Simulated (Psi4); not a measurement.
CH4N (SMILES C[NH-]), charge -1, singlet, geometry from GFN2-xTB (a gas-phase anion, which may not be bound at this level); Psi4 with CCSD/3-21G.

The Psi4 input:
```
memory 2 GB

molecule {
-1 1
C     0.03918329    0.57726037    0.02256172
N     0.01386466   -0.79320152    0.08399166
H    -0.98685864    1.16240067    0.02218520
H    -0.49443487   -1.14362403   -0.75261679
H     0.57583997    0.97766943    0.90352376
H     0.57330122    1.09240237   -0.89640406
}

set {
  basis 3-21g
}

energy('ccsd')
print_variables()
```

The log (banner, timings and long lists left out):

```
   => Loading Basis Set <=

    Name: 3-21G
    Role: ORBITAL
    Keyword: BASIS

         ---------------------------------------------------------
                                   SCF
               by Justin Turney, Rob Parrish, Andy Simmonett
                          and Daniel G. A. Smith
                              RHF Reference
         ---------------------------------------------------------

  ==> Geometry <==

    Molecular point group: c1
    Full point group: C1

    Geometry (in Angstrom), charge = -1, multiplicity = 1:

       Center              X                  Y                   Z               Mass
    ------------   -----------------  -----------------  -----------------  -----------------
         C            0.028209333428     0.646345924752    -0.001341233286    12.000000000000
         N            0.002890703428    -0.724115965248     0.060088706714    14.003074004430
         H           -0.997832596572     1.231486224752    -0.001717753286     1.007825032230
         H           -0.505408826572    -1.074538475248    -0.776519743286     1.007825032230
         H            0.564866013428     1.046754984752     0.879620806714     1.007825032230
         H            0.562327263428     1.161487924752    -0.920307013286     1.007825032230

  Running in c1 symmetry.

  Rotational constants: A =      4.04671  B =      0.87789  C =      0.84037 [cm^-1]
  Rotational constants: A = 121317.23431  B =  26318.36068  C =  25193.62446 [MHz]
  Nuclear repulsion =   36.308660390334431

  Charge       = -1
  Multiplicity = 1
  Electrons    = 18
  Nalpha       = 9
  Nbeta        = 9

  ==> Algorithm <==

  SCF Algorithm Type is PK.
  DIIS enabled.
  MOM disabled.
  Fractional occupation disabled.
  Guess Type is SAD.
  Energy threshold   = 1.00e-08
  Density threshold  = 1.00e-08
  Integral threshold = 1.00e-12

  ==> Primary Basis <==

  Basis Set: 3-21G
    Blend: 3-21G
    Number of shells: 18
    Number of basis functions: 26
    Number of Cartesian functions: 26
    Spherical Harmonics?: false
    Max angular momentum: 1

  ==> Integral Setup <==

  Using in-core PK algorithm.
   Calculation information:
      Number of atoms:                   6
      Number of AO shells:              18
      Number of primitives:             30
      Number of atomic orbitals:        26
      Number of basis functions:        26

      Integral cutoff                 1.00e-12
      Number of threads:                 1

  Performing in-core PK
  Using 123552 doubles for integral storage.
  We computed 14684 shell quartets total.
  Whereas there are 14706 unique shell quartets.

  ==> DiskJK: Disk-Based J/K Matrices <==

    J tasked:                  Yes
    K tasked:                  Yes
    wK tasked:                  No
    Schwarz Cutoff:          1E-12

  Minimum eigenvalue in the overlap matrix is 2.7304306389E-02.
  Reciprocal condition number of the overlap matrix is 6.9735095966E-03.
    Using symmetric orthogonalization.

  ==> Pre-Iterations <==

  SCF Guess: Superposition of Atomic Densities via on-the-fly atomic UHF (no occupation information).

   -------------------------
    Irrep   Nso     Nmo
   -------------------------
     A         26      26
   -------------------------
    Total      26      26
   -------------------------

  ==> Iterations <==

                        Total Energy        Delta E     RMS |[F,P]|

   @RHF iter SAD:   -93.27308880338407   -9.32731e+01   0.00000e+00
   @RHF iter   1:   -93.80590673096461   -5.32818e-01   2.07157e-02 ADIIS/DIIS
   @RHF iter   2:   -93.92021524383202   -1.14309e-01   1.20253e-02 ADIIS/DIIS
   @RHF iter   3:   -93.95990362838211   -3.96884e-02   1.30434e-03 ADIIS/DIIS
   @RHF iter   4:   -93.96078057958607   -8.76951e-04   3.61545e-04 ADIIS/DIIS
   @RHF iter   5:   -93.96085304109553   -7.24615e-05   8.75665e-05 DIIS
   @RHF iter   6:   -93.96086038670806   -7.34561e-06   2.05417e-05 DIIS
   @RHF iter   7:   -93.96086097999304   -5.93285e-07   4.70218e-06 DIIS
   @RHF iter   8:   -93.96086101365273   -3.36597e-08   8.71986e-07 DIIS
   @RHF iter   9:   -93.96086101464692   -9.94191e-10   1.51244e-07 DIIS
   @RHF iter  10:   -93.96086101467613   -2.92033e-11   2.50570e-08 DIIS
   @RHF iter  11:   -93.96086101467687   -7.38964e-13   3.64403e-09 DIIS
  Energy and wave function converged.

  ==> Post-Iterations <==

    Orbital Energies [Eh]
    ---------------------

    Doubly Occupied:

[...]
    Virtual:

[...]
    Final Occupation by Irrep:
              A
    DOCC [     9 ]
    NA   [     9 ]
    NB   [     9 ]

  @RHF Final Energy:   -93.96086101467687

   => Energetics <=

    Nuclear Repulsion Energy =             36.3086603903344312
    One-Electron Energy =                -203.8501835878260522
    Two-Electron Energy =                  73.5806621828147485
    Total Energy =                        -93.9608610146768655

Computation Completed

Properties will be evaluated at   0.000000,   0.000000,   0.000000 [a0]

Properties computed using the SCF density matrix

 Multipole Moments:

 ------------------------------------------------------------------------------------
     Multipole            Electronic (a.u.)      Nuclear  (a.u.)        Total (a.u.)
 ------------------------------------------------------------------------------------

 L = 1.  Multiply by 2.5417464519 to convert [e a0] to [Debye]
 Dipole X            :          0.2371697           -0.3525421           -0.1153724
 Dipole Y            :         -1.5680622            2.2193973            0.6513350
 Dipole Z            :          0.5223056           -0.7678905           -0.2455849
 Magnitude           :                                                    0.7055920

 ------------------------------------------------------------------------------------

 MINTS: Wrapper to libmints.
   by Justin Turney

   Calculation information:
      Number of threads:                 1
      Number of atoms:                   6
[...]
	Two-electron integral transformation complete.
	(VV|OO)...
	Starting first half-transformation.
	Sorting half-transformed integrals.
	First half integral transformation complete.
	Starting second half-transformation.
	Two-electron integral transformation complete.
	(VV|OV)...
	Starting second half-transformation.
	Two-electron integral transformation complete.
	(VV|VV)...
	Starting second half-transformation.
	Two-electron integral transformation complete.
	Frozen core energy     =      0.00000000000000

	Size of irrep 0 of <ab|cd> integrals:      0.084 (MW) /      0.668 (MB)
	Total:                                     0.084 (MW) /      0.668 (MB)

	Size of irrep 0 of <ia|bc> integrals:      0.044 (MW) /      0.354 (MB)
	Total:                                     0.044 (MW) /      0.354 (MB)

	Size of irrep 0 of tijab amplitudes:       0.023 (MW) /      0.187 (MB)
	Total:                                     0.023 (MW) /      0.187 (MB)

	Nuclear Rep. energy          =     36.30866039033443
	SCF energy                   =    -93.96086101467687
	One-electron energy          =   -203.85018357842205
	Two-electron energy          =     73.58066217341072
	Reference energy             =    -93.96086101467691

            **************************
            *                        *
            *        CCENERGY        *
            *                        *
            **************************

    Nuclear Rep. energy (wfn)     =   36.308660390334431
    SCF energy          (wfn)     =  -93.960861014676865
    Reference energy    (file100) =  -93.960861014676908

    Input parameters:
    -----------------
    Wave function   =     CCSD
    Reference wfn   =     RHF
    Brueckner       =     No
    Maxiter         =     50
    R_Convergence   =     1.0e-07
    E_Convergence   =     1.0e-06
    Restart         =     Yes
    DIIS            =     Yes
    AO Basis        =     NONE
    ABCD            =     NEW
    Cache Level     =     2
    Cache Type      =     LOW
    Print Level     =     1
    Num. of threads =     1
    # Amps to Print =     10
    Print MP2 Amps? =     No
    Analyze T2 Amps =     No
    Print Pair Ener =     No
    Local CC        =     No
    SCS-MP2         =     False
    SCSN-MP2        =     False
    SCS-CCSD        =     False

MP2 correlation energy -0.2055490507529663
                Solving CC Amplitude Equations
                ------------------------------
  Iter             Energy              RMS        T1Diag      D1Diag    New D1Diag    D2Diag
  ----     ---------------------    ---------   ----------  ----------  ----------   --------
     0        -0.205549050752966    0.000e+00    0.000000    0.000000    0.000000    0.104313
     1        -0.217258548940650    5.661e-02    0.008464    0.027146    0.027146    0.119197
     2        -0.225564636560311    2.059e-02    0.009721    0.032559    0.032559    0.128734
     3        -0.227554863466132    9.095e-03    0.011592    0.040060    0.040060    0.132373
     4        -0.227516146631457    2.565e-03    0.012137    0.042672    0.042672    0.132884
     5        -0.227528757573531    1.058e-03    0.012427    0.044080    0.044080    0.132985
     6        -0.227525496281195    3.371e-04    0.012518    0.044564    0.044564    0.132961
     7        -0.227520190073421    9.689e-05    0.012528    0.044636    0.044636    0.132942
     8        -0.227521555665777    3.463e-05    0.012533    0.044670    0.044670    0.132942
     9        -0.227521295178814    8.623e-06    0.012532    0.044672    0.044672    0.132942
    10        -0.227521311919777    3.226e-06    0.012532    0.044672    0.044672    0.132943
    11        -0.227521361441322    8.595e-07    0.012532    0.044672    0.044672    0.132943
    12        -0.227521400866295    3.603e-07    0.012532    0.044672    0.044672    0.132943
    13        -0.227521412635320    1.031e-07    0.012532    0.044672    0.044672    0.132943
    14        -0.227521411032714    3.745e-08    0.012532    0.044672    0.044672    0.132943

    Iterations converged.

    Largest TIA Amplitudes:
              8   2        -0.0404712636
              5   2         0.0167945199
              7   3         0.0112539733
              7   1        -0.0101325438
              7   0         0.0088512557
              8  12         0.0080269910
              5   9         0.0077935166
              6  14         0.0075690901
              7  13         0.0067457717
              5   6         0.0061762050

    Largest TIjAb Amplitudes:
      8   8   2   2        -0.0482195892
      5   5   2   2        -0.0457850667
      8   8  12  12        -0.0326640869
      6   6   1   1        -0.0304500964
      7   7   3   3        -0.0286878348
      4   4   1   1        -0.0276527940
      7   7  13  13        -0.0263735922
      6   6   4   4        -0.0247420935
      3   3   0   0        -0.0235054641
      6   6   7   7        -0.0221618328

    SCF energy       (wfn)                    =  -93.960861014676865
    Reference energy (file100)                =  -93.960861014676908

    Opposite-spin MP2 correlation energy      =   -0.160988212908694
    Same-spin MP2 correlation energy          =   -0.044560837844272
    Singles MP2 correlation energy            =   -0.000000000000000
    MP2 correlation energy                    =   -0.205549050752966
      * MP2 total energy                      =  -94.166410065429872

    Opposite-spin CCSD correlation energy     =   -0.188377928325363
    Same-spin CCSD correlation energy         =   -0.039143482707351
    Singles CCSD correlation energy           =    0.000000000000000
    CCSD correlation energy                   =   -0.227521411032714
      * CCSD total energy                     =  -94.188382425709619

  Variable Map:
  ----------------------------------------------------------------------------
[...]
  Array Variable Map:
  ----------------------------------------------------------------------------
[...]
[...]
```
